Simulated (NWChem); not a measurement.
SiNH$_{3}$OBrCl; SMILES N[Si](O)(Cl)Br

```xyz
8

N      1.4271     1.0077     1.2387
Si     0.4141     0.5174    -0.0438
O      1.2041     0.5765    -1.4849
Cl    -1.2070     1.7855     0.0139
Br    -0.3331    -1.5640     0.0693
H      2.2652     0.4718     1.4413
H      1.0043     1.3655     2.0886
H      1.6670     1.4042    -1.6573
```
Atoms are numbered in this order, from 1.

Results from NWChem. Geometry optimised at PBE0/def2-SVP; all other runs use it. This build's default masses of Se (78.918 u) and Br (79.917 u) are each other's, which moves their modes by up to 0.6 %.

```json
[
 {"quantity": "vertical, lowest state with f > 0.02, singlet (eV)", "level": "PBE0/def2-SVPD, TDA", "value": "(withheld)"},
 {"quantity": "vertical ionisation energy, ΔSCF (eV)", "level": "PBE/def2-SVP", "value": "9.50"},
 {"quantity": "dipole in solution (D) in n-hexane", "level": "PBE0/def2-SVP, SMD", "value": "3.51"},
 {"quantity": "anisotropy (bohr³), static", "level": "PBE0/def2-SVPD", "value": "15.6"},
 {"quantity": "dipole (D)", "level": "PBE0/def2-SVP", "value": "(withheld)"},
 {"quantity": "highest harmonic frequency (cm⁻¹)", "level": "PBE0/def2-SVP", "value": "(withheld)"}
]
```

### Question
What belongs in the gaps?

### Answer

- vertical, lowest state with f > 0.02, singlet (eV), value: 6.64
- dipole (D), value: 3.20
- highest harmonic frequency (cm⁻¹), value: 3906
